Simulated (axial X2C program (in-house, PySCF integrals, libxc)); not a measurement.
**Potential curves of RbSi, two-component**

Calculated with an in-house relativistic program for diatomic molecules. Two-component (2c) means X2C with spin–orbit coupling and atomic mean-field two-electron Coulomb and Gaunt terms. Basis: Rb dyall-cv3z [12s13p8d4f1g], Si dyall-v3z [8s7p2d1f] (cores contracted in-house); Gaussian nuclei, density fitting, unrestricted open shells. Masses: Rb 84.912 u, Si 27.977 u.

State: Ω = 3/2 (⟨Sz⟩ = 1.50, ⟨Lz⟩ = 0.00 at HF). Energies in cm⁻¹ from the fragments at the same level (Rb + Si). Fits are polynomials in 1 − R0/R over 0.85 to 1.23 times the lowest point R0.

| R (Å) | CCSD |
| --- | --- |
| 2.8692 | -10699 |
| 2.9638 | -11439 |
| 3.0584 | -11860 |
| 3.1530 | -12031 |
| 3.2634 | -11987 |
| 3.3737 | -11747 |
| 3.5156 | -11237 |

Correlated methods: 13 electrons correlated (number of frozen shells: Rb 3 s, 2 p, 1 d; Si 2 s, 1 p), 233 virtual spin orbitals or spinors in MP2, 90 natural virtuals in coupled cluster.

Occupations by symmetry block were frozen at the best pattern of an incomplete PBE0 search. De is counted from the lowest determinant-based energies of the atoms at the same level, without counterpoise correction. CCSD ran in a truncated set of natural virtual spinors with an MP2 remainder; without triples it tends to underbind. In 2c an atomic determinant is not the ground J level, so De misses part of the atomic spin–orbit lowering. This holds for CCSD. PBE0 can misorder states that lie within some tenths of an eV, so this need not be the ground state of the molecule. The nearest other 2c determinant of the search, Ω = 1/2, lies 0.45 eV up at the distance of the search. With several unpaired electrons one determinant need not be a pure state. This is the top spin component of a Σ state; components of lower Ω are not single determinants and can lie lower. Coupled cluster ran on the points near the minimum only. MP2 and coupled cluster on one determinant become unreliable at the stretched end.

Task: Fit the CCSD curve near its minimum: give the equilibrium distance, the harmonic wavenumber and the well depth.

Result: At CCSD, 2c: Re = 3.186 Å, ωe ≈ 178 cm⁻¹, De = 1.49 eV to Rb + Si; Be follows as 0.0789 cm⁻¹.
